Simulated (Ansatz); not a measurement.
Wavefunction ladder for Cl5HMoO, SMILES `[OH][Mo]([Cl])([Cl])([Cl])([Cl])[Cl]`

```xyz
8

O     0.8140    0.3045    1.3316
Mo   -0.2453   -0.1411   -0.0952
Cl   -1.5831    1.6926    0.1758
Cl    0.8509   -2.1177   -0.4393
Cl   -1.1162   -0.3619   -2.1786
Cl   -1.7636   -1.3077    1.1202
Cl    1.4186    1.1025   -1.2084
H     1.6247    0.8287    1.2939
```

The species carries charge 0 and has multiplicity 1. Correlated methods include outer-core shells of Mo, which these sets cover unevenly. Mo: def2 effective core potential. The structure was optimised at the PBE0-D4/def2-TZVP level. It is one conformer, not always the lowest. Frozen core, restricted reference, the Gaussian-basis code of Ansatz.

```
     basis      HF (Eh)  MP2 corr.  CCSD corr.       (T)  CCSD(T) total
  def2-SVP  -2439.70778   -1.35728    -1.32567  -0.07187    -2441.10532
def2-TZVPP  -2440.63115   -1.85485    -1.82677  -0.11908    -2442.57700
def2-QZVPP  -2440.70674   -2.01975           –         –              –
```
